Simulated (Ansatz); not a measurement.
`F[SiH2]S[SiH2]Cl` + `N=C(N)S` → `N=C(S)N[SiH2]F` + `S[SiH2]Cl`  (ligand exchange at the Si–S bond)

Computed with Ansatz on PBE0-D4/def2-TZVP structures; ΔE is electronic, products minus reactants. CBS: MP2 limit from def2 TZ/QZ plus the TZ coupled-cluster correction, frozen cores. One conformer a species, not always the lowest.

| species | MP2/CBS(def2) energy (Eh) |
| --- | --- |
| `F[SiH2]S[SiH2]Cl` | -1537.98569 |
| `N=C(N)S` | -547.56173 |
| `N=C(S)N[SiH2]F` | -937.10828 |
| `S[SiH2]Cl` | -1148.43818 |

(1) Work out ΔE.

Largest T1 diagnostic among the species: 0.014.

Answers

(1) ΔE = (-937.10828) + (-1148.43818) − (-1537.98569) − (-547.56173) = 0.00096 Eh = +2.5 kJ/mol. CCSD(T)/CBS gives -0.1 kJ/mol.

In def2-TZVPP, CCSD(T) changes the Hartree–Fock value by +4.6 kJ/mol (the triples alone add +1.6 kJ/mol) and MP2 by +7.3 kJ/mol.
